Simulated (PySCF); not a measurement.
A structure optimised at PBE0-D3(BJ)/def2-SVP, used in a PySCF frequency run:

```xyz
12

F     -1.6497     0.1554    -1.0318
C     -0.6770    -0.3448    -0.2213
C     -0.7689    -0.0573     1.2793
C      0.7689     0.0573     1.2793
C      0.6770     0.3448    -0.2213
F      1.6497    -0.1554    -1.0318
H     -0.5519    -1.4217    -0.4290
H     -1.2434    -0.8093     1.9231
H     -1.2510     0.9178     1.4442
H      1.2510    -0.9178     1.4442
H      1.2434     0.8093     1.9231
H      0.5519     1.4217    -0.4290
```

Q: Write its SMILES, formula and point group.

A: F[C@H]1CC[C@@H]1F, C₄H₆F₂, C2

Q: What are its rotational constants (standard atomic weights)?

A: 4.8960, 3.4507, 2.2181 GHz
